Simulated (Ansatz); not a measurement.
Relaxation of AsH5OSi (8 atoms, charge 0, multiplicity 1), to a largest force component of 0.015 eV/Å in at most 40 steps.

Method: RKS PBE0-D4/def2-SVP (Ansatz 0.2.0).

```xyz
8
Properties=species:S:1:pos:R:3:forces:R:3
O -1.296 0.284 -1.349 0.24 -0.46 -0.04
As -0.533 1.203 0.011 -0.63 0.48 -0.02
Si 0.608 -0.666 0.805 0.26 -0.26 -0.14
H -2.037 0.766 -1.719 -0.26 0.27 0.05
H 0.686 1.672 -0.760 0.36 0.12 -0.05
H 1.262 -1.372 -0.307 0.17 -0.21 -0.39
H -0.261 -1.620 1.499 -0.46 -0.23 0.24
H 1.656 -0.246 1.745 0.32 0.28 0.35
```

Where does it end, and by what steps?

It converged. The force dipped under the threshold on the way, but the program's further checks kept it going. After 10 steps the energy has fallen by 0.069 eV; H4 moved furthest, 0.25 Å.

```csv
step,energy less start (eV),largest force component (eV/Å),accepted
0,0.0000,0.630,yes
1,-0.0471,0.399,yes
2,-0.0629,0.308,yes
3,-0.0664,0.190,yes
4,-0.0654,0.223,no
5,-0.0658,0.106,no
6,-0.0684,0.050,yes
7,-0.0689,0.007,yes
8,-0.0690,0.017,yes
9,-0.0689,0.041,no
10,-0.0690,0.007,yes
```

```xyz
8
Properties=species:S:1:pos:R:3
O -1.233 0.333 -1.443
As -0.506 1.235 -0.040
Si 0.633 -0.681 0.785
H -2.143 0.639 -1.533
H 0.746 1.736 -0.766
H 1.319 -1.413 -0.320
H -0.368 -1.579 1.434
H 1.637 -0.249 1.808
```

The run took 15 s on 1 thread of AMD EPYC 9R45 96-Core Processor (Zen 5), on a shared host, peak memory 0.21 GiB.
